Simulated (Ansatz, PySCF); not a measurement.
Gas-phase reaction (SMILES): SB(S)S [borotrithioic acid] + H+ → SB(S)[SH2+]; protonation at S, whose ΔH is minus the proton affinity.

Each molecule is optimised on its own at B3LYP-D3(BJ)/def2-TZVP (Ansatz, an electronic-structure program), one conformer each, not searched for the lowest. Cores are frozen in the correlated levels unless marked. Spin-orbit coupling is left out. No relativistic terms. CBS(X,Y): correlation extrapolated as X^-3; Hartree-Fock from the larger set. Thermal terms are rigid-rotor harmonic-oscillator values from B3LYP-D3(BJ) frequencies (PySCF) at 298.15 K and 1 atm. 1 Eh = 627.5095 kcal/mol. The proton has no electrons: its energy is zero and its thermal terms are those of translation.

```tsv
species	E, CCSD(T)/CBS(cc-pV(T+d)Z,cc-pV(Q+d)Z) (Ansatz) (Eh)	E, wB97X-V/def2-TZVPD (Ansatz) (Eh)	H - E (Eh)	G - E (Eh)
SB(S)S	-1219.99642	-1221.17787	0.04033	0.00263
H+	0.00000	0.00000	0.00236	-0.01000
SB(S)[SH2+]	-1220.28800	-1221.47186	0.05011	0.01145
```

### Question
Work out ΔE and ΔH, ΔG, ΔS and the equilibrium constant at 298.15 K at the first level, then ΔH at the second.

### Answer

1. ΔE = [(-1220.28800)] - [(-1219.99642) + (0.00000)] = -0.29158 Eh = -183.0 kcal/mol at CCSD(T)/CBS(cc-pV(T+d)Z,cc-pV(Q+d)Z).
2. The terms H - E add up to 0.00742 Eh, so ΔH = (-0.29158 + (0.00742))×627.5095 = -178.3 kcal/mol.
3. The terms G - E add up to 0.01882 Eh, so ΔG = -171.2 kcal/mol, and ΔS = (0.00742 - (0.01882))×627509.5/298.15 = -24.0 cal/(mol K).
4. log10 K = -ΔG/(RT ln 10) = 125.5, with RT ln 10 = 1.3642 kcal/mol.
5. At wB97X-V/def2-TZVPD the same steps give ΔE = -184.5 and ΔH = -179.8 kcal/mol, a shift of -1.5 from the first level.
6. These values are not checked against measurement here, since the tables used lack a sound gas-phase enthalpy of formation for at least one species, or one in the same ion convention.
